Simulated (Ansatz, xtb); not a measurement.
# A geometry optimisation of ClSi3+ with r2SCAN-D4/def2-SVP

The starting geometry of this gas-phase singlet has its atoms placed at random.

```xyz
4

Cl    0.0126   -0.0667   -1.5270
Si    0.0168    1.1450    0.6476
Si    0.1598   -1.8426   -0.1863
Si    1.8283   -0.2686   -0.3973
```

Question: Guess where an optimisation with r2SCAN-D4/def2-SVP ends from this start.

Answer: It ends as a structure with Cl1 bridging Si2 and Si3, given below by its coordinates. Distances that change by over a tenth: Cl1–Si4 (2.15 → 2.54 Å). Contacts that close: Cl1–Si2 (2.49 → 2.39 Å).

The energy falls by 0.92 eV over 7 steps:

```json
{"step": "1", "E − E(last) (eV)": "0.917"}
{"step": "2", "E − E(last) (eV)": "0.175"}
{"step": "3", "E − E(last) (eV)": "0.073"}
{"step": "4", "E − E(last) (eV)": "0.006"}
{"step": "5", "E − E(last) (eV)": "0.000"}
{"step": "6", "E − E(last) (eV)": "0.000"}
{"step": "7", "E − E(last) (eV)": "0.000"}
```

Final geometry (Å):

```xyz
4

Cl   -0.2372    0.0070   -1.5455
Si    0.1512    1.2044    0.4884
Si    0.2556   -1.9687   -0.2906
Si    1.8479   -0.2755   -0.1152
```

From the same start GFN2-xTB ends elsewhere, differing in Cl1–Si2 (4.95 against 2.39 Å here).

From so rough a start the end depends on the optimiser's path, so another program may land elsewhere. The end wasn't checked by frequencies. Run with Ansatz 0.2.0, 9 s on 1 thread of Intel(R) Xeon(R) 6975P-C (Granite Rapids), with other jobs on the host.
